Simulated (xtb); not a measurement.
PbBr, SMILES [Br][Pb+] (connectivity only; charge and spin as stated), charge +1, multiplicity 1. All values are semi-empirical tight-binding results from xtb (GFN2-xTB unless named), good for trends rather than for accurate numbers. The structure is a stationary point at GFN2-xTB. The multiplicity is an assumed one; other spin states were not compared.

For metal compounds this method's bond lengths and energies can be far off.

Computed properties:
```yaml
point_group_as_xtb_finds_it: C∞v
orbital_gap: 3.00 eV
```
